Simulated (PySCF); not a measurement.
These 2 structures share the formula C3H6BFTe. Level of theory: PySCF 2.14.0, PBE0-D3(BJ)/def2-SVP geometry optimisation, gas phase, def2 core potentials past Kr. Energies are electronic, without zero-point or thermal terms, for one conformer each. No frequencies were run at this level. Point groups hold within 0.08 Å.

Task: Rank from lowest to highest electronic energy at this level (kcal/mol).
A. `[BH2:1][C@@H:2]1[CH2:3][C@H:4]([F:5])[Te:6]1` with H–B1–C2–C3 -10° and 179°, B1–C2–C3–C4 -61°, C2–C3–C4–F5 102°, C3–C4–Te6–C2 11°, B1–C2–Te6–C4 109°
B. `[BH2:1][C@@H:2]1[CH2:3][Te:4][C@@H:5]1[F:6]` with H–B1–C2–C3 -24° and 162°, B1–C2–C3–Te4 -147°, C2–C3–Te4–C5 9°, C3–Te4–C5–F6 107°, B1–C2–C5–Te4 148°

Result: A (0.0), B (16.0).

```json
{"SMILES": "B[C@@H]1C[C@H](F)[Te]1", "E (Eh)": "-510.16419", "E rel (kcal/mol)": "0.0", "dipole (D)": "3.08", "point group": "C1", "A, B, C (MHz)": "3035, 1812, 1450"}
{"SMILES": "B[C@@H]1C[Te][C@@H]1F", "E (Eh)": "-510.13876", "E rel (kcal/mol)": "16.0", "dipole (D)": "1.94", "point group": "C1", "A, B, C (MHz)": "4025, 1356, 1084"}
```
